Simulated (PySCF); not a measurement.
## Relaxation of singlet [IrO3]-

Computed with B3LYP/[Ir def2-SVPD with ECP60, O def2-SVPD], scalar-relativistic core potentials, density fitting, no spin–orbit coupling, PySCF. A (50,194) grid was used.

A start displaced from a saddle point along its imaginary mode, of Cs symmetry, held to at least that symmetry:

```xyz
4
charge -1 multiplicity 1, angstrom
Ir   -0.0405    0.0294    0.0000
O     1.7735   -0.2501    0.0001
O    -0.7624    1.5732    0.0000
O    -0.5224   -1.6780    0.0000
```

Q: What does it relax to?

A: It ends at C2v with Ir–O 1.719 Å, Ir–O 1.780 Å (×2); O–Ir–O 103.3°, O–Ir–O 128.4° (×2) (after a last refinement on a finer grid). No frequency check is given, so it may be a saddle point. Other isomers or separated fragments may lie lower.

Q: How much energy is released, and in how many steps?

A: 11.3 kJ/mol in 8 steps.

Stability towards spin polarisation was not tested. At this level a triplet minimum of D3h symmetry lies 79 kJ/mol below this structure. Spin–orbit coupling, left out here, can matter for elements this heavy.

The relaxation took of the order of 110 core-seconds on a shared host.
